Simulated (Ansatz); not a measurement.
Ansatz (a program for electronic structure) input:

Ansatz 0.2 input:
```yaml
crystal:
  periodic: [false, false, false]
  atoms:
    - {symbol: Si, position_ang: [-0.04756189, -0.95901857, 0.27984017]}
    - {symbol: Cl, position_ang: [1.73900744, 0.36591280, -0.03557094]}
    - {symbol: Cl, position_ang: [-1.69804253, 0.50996005, -0.12608197]}
    - {symbol: H, position_ang: [-0.03053696, -1.46357839, -1.16966282]}
basis:
  gaussian:
    orbitals: STO-3G
total_charge: -1
magnetization: {spin_polarized: false}
correlation: {method: ccsd_t, electrons: outside_noble_gas}
```

Question: Which total energy does the run end on?

Answer: -1195.40764 Eh (CCSD(T)/STO-3G). The basis has 28 functions.

It need not be the lowest isomer of its formula. Whether it binds its extra electron was not tested at this geometry.
